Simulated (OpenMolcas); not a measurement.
Pt2+ (d8) on a cation site of an ionic host was computed by SS-CASPT2, IPEA 0.25 Eh, imaginary shift 0.1 Eh with the d shell active (OpenMolcas, ANO-RCC-VTZP on the metal). Its lowest spin-free states, and all those of the highest spin:

| 2S+1 | Degeneracy | E (cm-1) |
| --- | --- | --- |
| 3 | 1 | 0 |
| 1 | 2 | 8410 |
| 1 | 1 | 16650 |
| 3 | 3 | 17330 |
| 3 | 3 | 23230 |
| 1 | 3 | 25930 |
| 1 | 3 | 29130 |
| 3 | 3 | 36500 |
| 1 | 2 | 45450 |
| 1 | 3 | 45560 |
| 1 | 1 | 60770 |

Problem. Is the site octahedral, tetrahedral or cube-like, axial, or of lower symmetry?

Solution. The states with 2S+1 = 3 have orbital degeneracies 1, 3, 3, 3. Threefold states need a cubic site. For d8 at this spin an octahedron puts the single A2 below the threefold T2 and a tetrahedron or cube puts the threefold T1 below the threefold T2, so the site is octahedral. The first gap at this spin, 17300 cm-1, is |10Dq| in ligand-field theory. The run had Pt2+ with its 6 nearest fluoride ions at 2.164 Å, on the Ca site of CsCaF3 (a = 4.526 Å, distance in the model lattice 2.263 Å). The rest of the host is ab initio model potentials to 7.6 Å, with orthogonalisation functions on the cations behind the ligands, and point charges beyond; the distance is set by hand and nothing relaxes. Ligand basis ANO-RCC-VDZP.

Roots that are degenerate in the reference are averaged as groups; the widest CASPT2 spread within a group is 530 cm-1 (the 3-fold group of multiplicity 1 near 25900 cm-1 above the lowest state of its run). Shifts and gaps below about the spread of the groups concerned are not significant. Over all roots computed the reference weight is 0.71 to 0.72; a low but even weight reflects the number of correlated electrons. Real 4d8 and 5d8 ions are as a rule square planar and diamagnetic. Ligand-to-metal charge-transfer states are missing. With no ligand orbital active B as a rule stays too high, so bands that hang on it stand too high and its fall with covalency is understated. With one d shell and no ligand orbital active, 10Dq can be off by a tenth or more. No measured value stands beside these numbers; the geometry was set by hand and not optimised.
